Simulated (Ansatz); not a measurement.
Cost and result for the atomization energy of CH₇AlOSi (11 atoms, 11 bonds).

Cartesian coordinates in Å:
```
O 0.037 -1.168 -1.244
C 0.164 0.252 -1.759
Al -0.784 0.176 -0.060
Si 0.439 0.363 2.052
H -0.503 -1.702 -1.834
H -0.375 0.347 -2.700
H 1.225 0.445 -1.894
H -2.365 0.036 -0.170
H 0.257 1.710 2.671
H 1.908 0.174 1.866
H -0.003 -0.633 3.072
```

Charge 0, multiplicity 1. The bonds changed during the relaxation, so this is another structure than the one it started from. The structure was optimised at the PBE0-D4/def2-TZVP level. It is one conformer, not always the lowest. Program: Ansatz. All runs use 2 threads of an Arm Neoverse V1 on a shared host. Times are those of one run each, without the atoms' runs, and a repeat can differ threefold. Electronic energies, without spin–orbit coupling; frozen cores. CCSD(T)/CBS adds CCSD(T) − MP2 in def2-TZVPP to the MP2 limit, and its time is that of the two runs behind it. T1 = 0.012. B3LYP takes the VWN-RPA correlation (the form of Gaussian; ORCA's B3LYP/G).

CCSD(T)/CBS is a level of theory with its own doubt, some kJ/mol a heavy atom from the limit and from the frozen cores, so smaller differences don't rank the functionals.

```tsv
level	functions	wall time	atomization (kcal/mol)	difference from CCSD(T)/CBS	per bond
revPBE-D4/def2-TZVPP	244	3.3 s	812.3	-16.5	-1.5
PBE-D4/def2-TZVPP (with forces)	244	4 s	829.0	0.2	0.0
CCSD(T)/def2-SVP	99	4.3 s	778.9	-49.9	-4.5
PBE0-D4/def2-TZVPP	244	4.5 s	819.2	-9.6	-0.9
BHLYP-D4/def2-TZVPP	244	4.8 s	806.0	-22.8	-2.1
B3LYP-D4/def2-TZVPP (with forces)	244	7.5 s	824.3	-4.5	-0.4
B2PLYP/def2-TZVPP	244	8.5 s	814.6	-14.2	-1.3
ωB97X-V/def2-TZVPP	244	13 s	831.5	2.7	0.2
B97M-V/def2-TZVPP	244	14 s	832.0	3.2	0.3
ωB97M-V/def2-TZVPP (with forces)	244	18 s	827.7	-1.1	-0.1
MP2/def2-QZVPP	464	32 s	822.2	-6.6	-0.6
CCSD(T)/def2-TZVPP	244	9.2 min	807.3	-21.5	-2.0
CCSD(T)/CBS(def2)	–	9.8 min	828.8	0.0	0.0
```

The D4 term adds +7.5 kcal/mol with B3LYP and +3.9 kcal/mol with PBE0; it sums over pairs of atoms, weighted by their polarisabilities, and B3LYP, whose exchange is more repulsive, gets the larger term. At CCSD(T), def2-SVP lies −49.9 kcal/mol from the extrapolated value and def2-TZVPP −21.5 kcal/mol: correlation converges slowly with the basis, and small sets miss more of it in the bonded molecule than in its fragments. In def2-TZVPP, CCSD(T) changes the Hartree–Fock value by +203.2 kcal/mol (the triples alone add +10.0 kcal/mol) and MP2 by +205.2 kcal/mol; breaking electron pairs costs correlation energy, which Hartree–Fock lacks.
